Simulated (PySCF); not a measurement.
**Rotational lines of NaZn⁻**

Lines J+1 ← J of the vibrational ground state, computed from RHF-CCSD(T) constants of NaZn⁻, ¹Σ⁺ (singlet), closed shell (Na def2-SVPD, Zn def2-SVPD; no relativity (PySCF 2.14); masses 22.9898 and 63.9291 u), in MHz:

```csv
J,ν (MHz)
0,4412.1
1,8823.6
2,13234.0
3,17642.6
4,22049.0
```

Task: Find B0 and the effective bond length r0; with αe = 0.00377 cm⁻¹, find Re.

Result: ν = 2B0(J+1) − 4D(J+1)³ gives B0 = 0.073587 cm⁻¹. With the reduced mass μred = 16.909 u, r0 = √(16.8576/(μred·B0)) (u, cm⁻¹, Å) = 3.6808 Å. Be = B0 + αe/2 = 0.075472 cm⁻¹ gives Re = 3.635 Å.

Correlated steps freeze 6 core orbitals. The bond is weak. Basis-set superposition, not corrected here, can be much of De in a small basis, most of all at correlated wavefunction levels. For an ion De counts to the pair picked by the measured ionisation energies or electron affinities, which need not be the lowest pair at this level.
